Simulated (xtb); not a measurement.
CdCl₂, charge +1, doublet, geometry from GFN2-xTB (such geometries of metal compounds can be far from the true shape) (a state made from the parent by changing its charge; the spin is typed, not shown lowest); GFN2-xTB with ALPB(water) (xtb).

Input for xtb:
```
$ xtb mol.xyz --gfn 2 --chrg 1 --uhf 1 --alpb water --json

# file mol.xyz
3

Cd    -0.45611652     0.20968775    -0.35721888
Cl     1.81680333     0.05012491    -0.79008748
Cl    -0.52894491    -0.64218445     1.79870550
```

Question: Predict the main parts of the log of this xtb run.

Answer: 
```
   ID    Z sym.   atoms
    1   48 Cd     1
    2   17 Cl     2, 3

           -------------------------------------------------
          |                Calculation Setup                |
           -------------------------------------------------

           -------------------------------------------------
          |                 G F N 2 - x T B                 |
           -------------------------------------------------

      * Solvation model:               ALPB
        Solvent                        water
        Parameter file                 internal GFN2-xTB/ALPB
        Dielectric constant                8.0200E+01
        Reference state                gsolv [1 M gas/solution]
        Free energy shift                  1.0808E-03 Eh       6.7819E-01 kcal/mol
        Temperature                        2.9815E+02 K
        Density                            1.0000E+00 kg/L
        Solvent mass                       1.8000E+01 g/mol
        Interaction kernel             P16
        Born radius scaling (c1)           1.4744E+00
        Born radii integrator          GBOBC
        Born offset                        0.0000E+00 a0       0.0000E+00 AA
        H-bond correction              true
        Ion screening                  false
        Surface tension                    1.0000E-05 Eh       1.5569E+01 dyn/cm
        Grid points                               230 per atom

          ...................................................
          :                      SETUP                      :
          :.................................................:
          :  # basis functions                  24          :
          :  # atomic orbitals                  22          :
          :  # shells                            8          :
          :  # electrons                        15          :
          :  max. iterations                   250          :
          :  Hamiltonian                  GFN2-xTB          :
          :  restarted?                      false          :
          :  GBSA solvation                   true          :
          :  PC potential                    false          :
          :  electronic temp.          300.0000000     K    :
          :  accuracy                    1.0000000          :
          :  -> integral cutoff          0.2500000E+02      :
          :  -> integral neglect         0.1000000E-07      :
          :  -> SCF convergence          0.1000000E-05 Eh   :
          :  -> wf. convergence          0.1000000E-03 e    :
          :  Broyden damping             0.4000000          :
          :  net charge                          1          :
          :  unpaired electrons                  1          :
          ...................................................

 iter      E             dE          RMSdq      gap      omega  full diag
   1     -9.2712390 -0.927124E+01  0.175E+01    2.53       0.0  T
   2     -9.2850916 -0.138526E-01  0.995E+00    3.49       1.0  T
   3     -9.2595793  0.255123E-01  0.462E+00    2.45       1.0  T
   4     -9.2966552 -0.370759E-01  0.441E-01    3.09       1.0  T
   5     -9.2966266  0.286402E-04  0.224E-01    3.13       1.0  T
   6     -9.2966768 -0.501927E-04  0.782E-02    3.10       1.0  T
   7     -9.2966378  0.389548E-04  0.163E-01    3.10       1.0  T
   8     -9.2966794 -0.415869E-04  0.295E-02    3.11       2.0  T
   9     -9.2966798 -0.363983E-06  0.157E-02    3.10       3.7  T
  10     -9.2966799 -0.198805E-06  0.611E-03    3.10       9.4  T
  11     -9.2966799 -0.783681E-09  0.684E-04    3.10      84.4  T
  12     -9.2966800 -0.340361E-09  0.440E-04    3.10     131.2  T

   *** convergence criteria satisfied after 12 iterations ***

         :::::::::::::::::::::::::::::::::::::::::::::::::::::
         ::                     SUMMARY                     ::
         :::::::::::::::::::::::::::::::::::::::::::::::::::::
         :: total energy              -9.293692710616 Eh    ::
         :: total w/o Gsasa/hb        -9.292741821905 Eh    ::
         :: gradient norm              0.003160073477 Eh/a0 ::
         :: HOMO-LUMO gap              3.104051047173 eV    ::
         ::.................................................::
         :: SCC energy                -9.296679902944 Eh    ::
         :: -> isotropic ES            0.172172150647 Eh    ::
         :: -> anisotropic ES         -0.004220318482 Eh    ::
         :: -> anisotropic XC          0.000368254484 Eh    ::
         :: -> dispersion             -0.001948118385 Eh    ::
         :: -> Gsolv                  -0.086323725284 Eh    ::
         ::    -> Gelec               -0.085372836573 Eh    ::
         ::    -> Gsasa               -0.002028739665 Eh    ::
         ::    -> Ghb                 -0.000002908745 Eh    ::
         ::    -> Gshift               0.001080759698 Eh    ::
         :: repulsion energy           0.002987192328 Eh    ::
         :: add. restraining           0.000000000000 Eh    ::
         :: total charge               1.000000000000 e     ::
         :::::::::::::::::::::::::::::::::::::::::::::::::::::

           -------------------------------------------------
          |                Property Printout                |
           -------------------------------------------------

    * Orbital Energies and Occupations

         #    Occupation            Energy/Eh            Energy/eV
      -------------------------------------------------------------
         1        2.0000           -1.1134100             -30.2974
         2        2.0000           -1.1103184             -30.2133
         3        2.0000           -0.5915589             -16.0971
         4        2.0000           -0.5156733             -14.0322
         5        1.9998           -0.5119311             -13.9304
         6        1.9968           -0.5093257             -13.8595
         7        1.5609           -0.5041061             -13.7174
         8        1.4425           -0.5036537             -13.7051 (HOMO)
         9                         -0.3895819             -10.6011 (LUMO)
        10                         -0.1183758              -3.2212
        11                         -0.0565114              -1.5378
        12                         -0.0559884              -1.5235
        13                         -0.0555501              -1.5116
        14                         -0.0555430              -1.5114
        15                         -0.0550707              -1.4986
        16                         -0.0530266              -1.4429
        17                         -0.0529062              -1.4397
        18                         -0.0529016              -1.4395
        19                         -0.0528842              -1.4391
       ...                                ...                  ...
        22                          0.2848847               7.7521
      -------------------------------------------------------------
                  HL-Gap            0.1140718 Eh            3.1041 eV
             Fermi-level           -0.4752456 Eh          -12.9321 eV

     #   Z          covCN         q      C6AA      α(0)
     1  48 Cd       1.543     0.510   189.075    26.393
     2  17 Cl       0.772     0.245    92.002    14.672
     3  17 Cl       0.772     0.245    92.002    14.672

 Mol. C6AA /au·bohr⁶  :       1075.314403
 Mol. C8AA /au·bohr⁸  :      65403.137545
 Mol. α(0) /au        :         55.738338

Wiberg/Mayer (AO) data.
largest (>0.10) Wiberg bond orders for each atom

 ---------------------------------------------------------------------------
     #   Z sym  total        # sym  WBO       # sym  WBO       # sym  WBO
 ---------------------------------------------------------------------------
     1  48 Cd   1.814 --     2 Cl   0.907     3 Cl   0.907
     2  17 Cl   1.345 --     1 Cd   0.907     3 Cl   0.438
     3  17 Cl   1.345 --     1 Cd   0.907     2 Cl   0.438
 ---------------------------------------------------------------------------

Topologies differ in total number of bonds
Writing topology from bond orders to xtbtopo.mol

molecular dipole:
                 x           y           z       tot (Debye)
 q only:        0.156      -0.072       0.122
   full:       -0.208       0.096      -0.163       0.716
molecular quadrupole (traceless):
                xx          xy          yy          xz          yz          zz
 q only:        1.485       0.303      -3.115      -2.685      -1.772       1.631
  q+dip:        2.263      -0.134      -4.278      -2.444      -2.581       2.015
   full:        1.281       0.172      -2.618      -2.069      -1.511       1.337

           -------------------------------------------------
          | TOTAL ENERGY               -9.293692710616 Eh   |
          | GRADIENT NORM               0.003160073477 Eh/α |
          | HOMO-LUMO GAP               3.104051047173 eV   |
           -------------------------------------------------

normal termination of xtb
```
